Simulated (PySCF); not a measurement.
Al(Cl)(Br)(NH2) (AlBrClH₂N), SMILES [NH2][Al]([Cl])[Br].

Coordinates come from a PBE0-D3(BJ)/def2-SVP optimisation. The structure was generated by enumeration; whether it is a known compound was not checked. Other conformers were not sampled.

Level of theory: TDDFT-PBE0/def2-SVPD (PySCF 2.14.0).

Vertical excitations.  State labels are in the subgroup Cs.

Computed lowest excited states:
```csv
state,symmetry,energy (eV),λ (nm),f,main pairs
S1,A",5.73,216,0.016,HOMO→LUMO 98 %
S2,A',6.45,192,0.029,HOMO−1→LUMO 96 %
S3,A",6.65,186,0.033,HOMO−2→LUMO 97 %
S4,A',6.75,184,0.082,HOMO→LUMO+1 90 %
S5,A",6.93,179,0.000,HOMO−1→LUMO+1 99 %
S6,A',7.27,171,0.118,HOMO−3→LUMO 88 %
S7,A",7.30,170,0.028,HOMO→LUMO+2 95 %
S8,A',7.43,167,0.049,HOMO−2→LUMO+1 86 %
S9,A",7.53,165,0.091,HOMO−4→LUMO 94 %
S10,A",7.66,162,0.001,HOMO−3→LUMO+1 99 %
T1,A",5.36,231,0,HOMO→LUMO 95 %
T2,A',5.70,217,0,HOMO→LUMO+1 96 %
T3,A',6.18,201,0,HOMO−1→LUMO 94 %
T4,A",6.32,196,0,HOMO−2→LUMO 91 %
```
Triplets are in the Tamm–Dancoff approximation, which puts them higher than full response would, so one can lie above its singlet here.
